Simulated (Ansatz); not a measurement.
Molecule: sum formula BNHCl2, net charge 0, doublet state. It need not be the lowest isomer of its formula. 
Geometry from a B3LYP-D3(BJ)/def2-TZVP (Ansatz, a program for electronic structure) optimisation:
SMILES: [NH]B(Cl)Cl
```xyz
5

B     -0.3687    -0.0791     0.0496
Cl     0.1698     1.5993     0.0385
Cl     0.7860    -1.3948    -0.1583
N     -1.7338    -0.3646     0.1179
H     -2.2674    -0.5300     0.9640
```
Charge 0, spin multiplicity 2.

Total electronic energies in hartree. Correlated levels leave the core frozen unless marked. Open shells are spin-unrestricted. No spin-orbit coupling. Non-relativistic unless marked X2C. Basis-set limits of correlation are two-point, X^-3; Hartree-Fock from the larger set.

```csv
level,program,energy (Eh)
HF/aug-cc-pV(T+d)Z,Ansatz,-998.85902
HF/aug-cc-pV(Q+d)Z,Ansatz,-998.87016
PBE-D3(BJ)/def2-TZVPD,Ansatz + dftd3,-1000.23379
revPBE/def2-TZVPD,Ansatz,-1000.51748
B3LYP-D3(BJ)/def2-TZVPD,Ansatz + dftd3,-1000.74884
B3LYP-D4/def2-TZVPD,Ansatz + dftd4,-1000.74826
PBE0/def2-SVP,Ansatz,-999.90391
PBE0-D4/def2-TZVP,Ansatz + dftd4,-1000.31116
PBE0/def2-TZVPD,Ansatz,-1000.30882
PBE0/def2-QZVPP,Ansatz,-1000.33967
B2GP-PLYP/def2-TZVPD,Ansatz,-1000.27086
"MP2/CBS(cc-pV(T+d)Z,cc-pV(Q+d)Z)",Ansatz,-999.6071
SCS-MP2/aug-cc-pV(D+d)Z,Ansatz,-999.31505
X2C-CCSD(T)/cc-pVTZ-DK,Ansatz,-1002.41851
"CCSD(T)/CBS(cc-pV(T+d)Z,cc-pV(Q+d)Z)",Ansatz,-999.6806
```

Totals of different functionals don't rank their quality; only differences between species are comparable.
